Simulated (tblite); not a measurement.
Species: C6H11N2P.
Bonds: C1–N2, N2–P3 (double), P3–N4, N4–C5, P3–C6, C6–C7 (double), C7–C8, C8–C9 (double), P3–C9. Hydrogens: H10, H11, H12 on C1; H13 on N4; H14, H15, H16 on C5; H17 on C6; H18 on C7; H19 on C8; H20 on C9.

Structure optimised with GFN2-xTB, isolated species.

Give the optimised bond lengths and angles.

```csv
bond,length (Å)
C1–N2,1.443
N2=P3,1.563
P3–N4,1.662
N4–C5,1.450
P3–C6,1.825
"C6=C7, C8=C9",1.337
C7–C8,1.457
P3–C9,1.838
"C1–H10, C1–H11, C1–H12",1.093
N4–H13,1.014
"C5–H14, C5–H15, C5–H16",1.091
"C6–H17, C9–H20",1.077
"C7–H18, C8–H19",1.080
```

Bonds in one row agree within 0.01 Å and their mean is given. A selection of angles:
```csv
angle,degrees
C1–N2–P3,126.3
N2–P3–N4,105.6
N2–P3–C6,121.8
N2–P3–C9,119.6
N4–P3–C6,105.5
N4–P3–C9,113.6
C6–P3–C9,90.0
P3–N4–C5,120.5
P3–C6–C7,109.7
C6–C7–C8,115.1
H13–N4–P3,113.1
H13–N4–C5,114.8
```

Dihedral angles: C1–N2–P3–N4 180° (antiperiplanar); N2–P3–N4–C5 -34° (synclinal); N2–P3–C6–C7 117° (anticlinal); P3–C6–C7–C8 7° (synperiplanar); C6–C7–C8–C9 -1° (synperiplanar); C7–C8–C9–P3 -5° (synperiplanar); N2–P3–C9–C8 -120° (anticlinal). The mirror-image conformer, all signs reversed, is as good.

The 5-membered ring P3–C6–C7–C8–C9 has internal angles of 90.0° to 115.1°; it is slightly puckered (a soft mode that the optimisation may not have finished), 0.04 Å rms from its mean plane, widest ring torsion 8°. The 2 N–P bonds span 1.563 Å (N2=P3, drawn double) to 1.662 Å (P3–N4, drawn single), a spread of 0.099 Å. Of the pairs four or more bonds apart, N2···H16 is among the closest relative to their van der Waals radii: 2.33 Å, 85 % of the sum of Bondi's values. The 3 C–C bonds span 1.337 Å (C8=C9, drawn double) to 1.457 Å (C7–C8, drawn single), a spread of 0.120 Å. N2 (nitrogen bonded to C and P) is bent (angle 126.3°). P3 (phosphorus bonded to 2 C and 2 N) has angles from 90.0° to 121.8°. N4 (nitrogen bonded to C, P and H) has angles 120.5°, 114.8° and 113.1°, sum 348.4°, 0.26 Å off the plane of its three neighbours.

Point group: C1 (no symmetry element, even within 0.4 Å). Its GFN2-xTB frequencies are all real (lowest 61 cm⁻¹). One conformer, not necessarily the lowest. 3 starts were optimised and ended at 0.00, 2.55 and 2.56 kcal/mol (GFN2-xTB); the lowest of these is shown.

These are computed values.
